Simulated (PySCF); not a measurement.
I2Si, SMILES I[Si]I, B3LYP/def2-SVP optimised geometry.

```
3

Si    -0.94    -1.22     0.00
I     -1.57     1.22     0.00
I      1.57    -1.22     0.00
```

Density from B3LYP/def2-TZVP, def2 effective core potentials past Kr in PySCF 2.14.0 at that geometry. The core electrons that the potentials of I replace are not part of the density.

Minimum of the electron density along straight lines between bonded atoms, close to the bond critical point (lines longer than 1.1 times the sum of covalent radii, or with two minima, are not listed):

```json
[
 {"bond": "Si1–I2", "length / Å": "2.514", "ρ at the minimum / e bohr⁻³": "0.074", "∇²ρ there / e bohr⁻⁵": "-0.07", "position (fraction from the first atom)": "0.39"},
 {"bond": "Si1–I3", "length / Å": "2.514", "ρ at the minimum / e bohr⁻³": "0.074", "∇²ρ there / e bohr⁻⁵": "-0.07", "position (fraction from the first atom)": "0.39"}
]
```
